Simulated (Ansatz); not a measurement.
Ansatz (a program for electronic structure) input:

Ansatz 0.2 input:
```yaml
crystal:
  periodic: [false, false, false]
  atoms:
    - {symbol: Ga, position_ang: [0.50291382, 0.01541917, 0.54362300]}
    - {symbol: Cl, position_ang: [1.10494371, 0.35014201, -1.51432320]}
    - {symbol: Cl, position_ang: [-1.59078051, -0.30212200, 1.02000775]}
basis:
  gaussian:
    orbitals: def2-TZVP
hamiltonian:
  xc: b3lyp
  dispersion: d3bj
magnetization: {spin_polarized: true, initial_magnetization: 1}
relax: {f_tol: 0.002, max_steps: 150}
```

Question: What final total energy does it print?

Answer: -2845.44784 Eh (B3LYP-D3(BJ)/def2-TZVP). The basis has 122 functions.

It need not be the lowest isomer of its formula.
